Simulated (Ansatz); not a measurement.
Start from `[CH3][SnH2][F]` and change one atom or group to get `[CH3][SnH]([F])[CH2]Cl`.

Ansatz, PBE0-D4/def2-TZVP geometries, multiplicity 1. Each molecule was computed in one conformer, which needn't be the lowest.

Elements past krypton have def2 core potentials.

```csv
property,`[CH3][SnH2][F]`
size of the dipole moment (ωB97M-V/def2-TZVPP) / D,3.05
LUMO energy (B3LYP/def2-TZVPP) / eV,-0.67
HOMO energy (ωB97M-V/def2-TZVPP) / eV,-10.90
HOMO energy (B3LYP/def2-TZVPP) / eV,-8.49
HOMO–LUMO gap (PBE/def2-TZVPP) / eV,6.19
HOMO energy (PBE/def2-TZVPP) / eV,-7.37
```

(1) Give the same properties after the change, and the shifts. (Best estimate.)

## Answers

(1) Ansatz gave: 
```tsv
property	`[CH3][SnH]([F])[CH2]Cl`	shift
size of the dipole moment (ωB97M-V/def2-TZVPP) / D	1.45	-1.60
LUMO energy (B3LYP/def2-TZVPP) / eV	-0.68	-0.01
HOMO energy (ωB97M-V/def2-TZVPP) / eV	-10.10	0.80
HOMO energy (B3LYP/def2-TZVPP) / eV	-7.68	0.81
HOMO–LUMO gap (PBE/def2-TZVPP) / eV	5.30	-0.89
HOMO energy (PBE/def2-TZVPP) / eV	-6.62	0.75
```

Dipoles are sizes alone; their direction can turn.

B3LYP here is the variant with VWN-RPA as its local correlation; programs differ in this.
